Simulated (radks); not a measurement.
Excited configurations of the rhenium ion Re3+: one electron is placed in a higher orbital outside [Xe] 4f14 5d3. The ground configuration is [Xe] 4f14 5d4. All-electron calculation, scalar-relativistic Kohn-Sham, PBEsol, spin-polarised, spherical densities, finite nucleus; open shells are filled with parallel spins first (spin-orbit coupling, left out, can overturn this in heavy ions); Fermi nuclear charge, rms radius 5.3698 fm. Program: a radial shooting solver on a logarithmic mesh with Libxc functionals. Excitation = E - E(ground); binding = E(ion) - E, where the ion is the core of charge +4; n* = 4/sqrt(2 binding) in atomic units, and the quantum defect is n - n*.

| outer orbital | excitation (eV) | binding (eV) | n* | eigenvalue (eV) | <r> (bohr) |
|---|---|---|---|---|---|
| 6s | 4.499 | 36.079 | 2.456 | -31.923 | 2.447 |
| 7s | 22.666 | 17.912 | 3.486 | -16.061 | 4.735 |
| 7p | 25.709 | 14.869 | 3.826 | -13.287 | 5.479 |
| 7d | 29.751 | 10.827 | 4.484 | -9.586 | 7.094 |
| 7f | 33.622 | 6.955 | 5.595 | -6.167 | 10.56 |

The Delta-SCF ionisation energy is 40.578 eV (NIST Atomic Spectra Database: 39 eV, theoretical). Self-interaction in the functional shifts the binding energies and quantum defects, so they are the method's values and not measured ones. Open shells are spherical and high-spin; term and fine-structure splittings are not resolved. Spin-orbit splitting is averaged out at the scalar-relativistic level.
